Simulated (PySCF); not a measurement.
C6H8O.
SMILES with atom numbers: `[OH:1][C@@H:2]1[C@H:3]2[CH:4]=[CH:5][CH2:6][C@@H:7]12` (hydrogens: H8 on O1; H9 on C2; H10 on C3; H11 on C4; H12 on C5; H13, H14 on C6; H15 on C7)

Vertical excitations from PySCF (density fitting, frozen core in the response, grid level 2 and gas phase unless stated; continuum runs use non-equilibrium linear response for the excitations) on a GFN2-xTB geometry. Reference run:

```
                               settings    S1, eV (f)    S2, eV (f)    S3, eV (f)    S4, eV (f)    S5, eV (f)    S6, eV (f)  T1, eV (Tamm–Dancoff)  mean α (au)
B3LYP/def2-SVPD, full TDDFT, 8 singlets  5.62 (0.051)  5.74 (0.053)  6.12 (0.005)  6.42 (0.015)  6.63 (0.015)  6.67 (0.004)                   4.10         69.4
```

Problem. What do these settings give: (1) PBE0/3-21G, IEF-PCM chloroform, energy threshold 1e-07 Eh, TDA, 1 singlet; (2) LDA/6-311+G(2d,p), IEF-PCM dimethylsulfoxide, fitting basis def2-universal-jkfit, full TDDFT, 25 singlets; (3) LDA/def2-SVPD, grid level 3, fitting basis def2-qzvpp-jkfit, full TDDFT, 6 singlets?

Solution. 
```json
{"settings": "PBE0/3-21G, IEF-PCM chloroform, energy threshold 1e-07 Eh, TDA, 1 singlet", "S1, eV (f)": "6.18 (0.165)", "S2, eV (f)": "–", "S3, eV (f)": "–", "S4, eV (f)": "–", "S5, eV (f)": "–", "S6, eV (f)": "–", "T1, eV (Tamm–Dancoff)": "4.22", "mean α (au)": "64.9"}
{"settings": "LDA/6-311+G(2d,p), IEF-PCM dimethylsulfoxide, fitting basis def2-universal-jkfit, full TDDFT, 25 singlets", "S1, eV (f)": "4.87 (0.083)", "S2, eV (f)": "5.23 (0.005)", "S3, eV (f)": "5.47 (0.013)", "S4, eV (f)": "5.63 (0.012)", "S5, eV (f)": "5.84 (0.008)", "S6, eV (f)": "5.94 (0.029)", "T1, eV (Tamm–Dancoff)": "4.10", "mean α (au)": "99.3"}
{"settings": "LDA/def2-SVPD, grid level 3, fitting basis def2-qzvpp-jkfit, full TDDFT, 6 singlets", "S1, eV (f)": "4.91 (0.062)", "S2, eV (f)": "5.24 (0.007)", "S3, eV (f)": "5.71 (0.001)", "S4, eV (f)": "5.99 (0.007)", "S5, eV (f)": "6.06 (0.030)", "S6, eV (f)": "6.32 (0.004)", "T1, eV (Tamm–Dancoff)": "4.09", "mean α (au)": "72.1"}
```

(1) S1 moves by +0.56 eV; functional, basis, environment and response scheme change together, so the shift can't be laid on one. (2) S1 moves by -0.75 eV; functional, basis and environment change together, so the shift can't be laid on one. (3) S1 moves by -0.71 eV (LDA has no exact exchange, B3LYP 20 % exact exchange). States are counted by energy in each run and needn't keep their character from row to row.

All basis functions are spherical, in the Pople sets too.

Problem. Give the leading configurations of S1 (H = HOMO, L = LUMO) and the HOMO–LUMO gap of each run.

Solution. 
| settings | S1 configurations (weight) | S1 (eV) | orbital gap (eV) | S1 − gap (eV) |
| --- | --- | --- | --- | --- |
| B3LYP/def2-SVPD, full TDDFT, 8 singlets | H→L 0.55, H→L+1 0.40 | 5.62 | 6.28 | -0.66 |
| PBE0/3-21G, IEF-PCM chloroform, energy threshold 1e-07 Eh, TDA, 1 singlet | H→L 0.89 | 6.18 | 6.94 | -0.76 |
| LDA/6-311+G(2d,p), IEF-PCM dimethylsulfoxide, fitting basis def2-universal-jkfit, full TDDFT, 25 singlets | H→L 0.88 | 4.87 | 4.44 | +0.43 |
| LDA/def2-SVPD, grid level 3, fitting basis def2-qzvpp-jkfit, full TDDFT, 6 singlets | H→L 0.86, H−1→L 0.10 | 4.91 | 4.44 | +0.47 |

Geometry: GFN2-xTB, one conformer.
